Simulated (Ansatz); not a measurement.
Reaction (redistribution): `O[SiH2][GaH][SiH3]` + `B/C=C/CC` → `B/C=[CH]\[GaH][SiH3]` + `CC[SiH2]O`

Gas-phase electronic energies from Ansatz, PBE0-D4/def2-TZVP geometries. CCSD(T)/CBS is the MP2 limit (def2-TZVPP, def2-QZVPP) plus CCSD(T) − MP2 in def2-TZVPP, frozen cores. Double bonds are as drawn, so ΔE can hold a change between cis and trans. DFT in def2-TZVPP. For Ga outer-core shells are correlated without core-valence functions, which leaves a few kJ/mol of doubt a bond. Scalar relativity is left out up to krypton. Each species was taken in one conformer, which may not be the lowest.

```
         level  ΔE (kJ/mol)
        r2SCAN         -9.7
MP2/def2-TZVPP        -23.9
 HF/def2-QZVPP          1.0
 MP2/CBS(def2)        -21.5
```

What does CCSD(T)/CBS give? (Best estimate.)

Ansatz gave: -16.0 kJ/mol. The listed levels differ from it by 6.3, -7.9, 17.0, -5.5 kJ/mol.

Largest T1 diagnostic among the species: 0.013.

From PBE to PBE0 (25 % exact exchange), in def2-TZVPP and without D4, ΔE moves by −3.2 kJ/mol. The D4 term adds −6.9 kJ/mol with B3LYP and −3.5 kJ/mol with PBE0; it sums over pairs of atoms, weighted by their polarisabilities, and B3LYP, whose exchange is more repulsive, gets the larger term.

B3LYP here is the variant with VWN-RPA as its local correlation; programs differ in this.
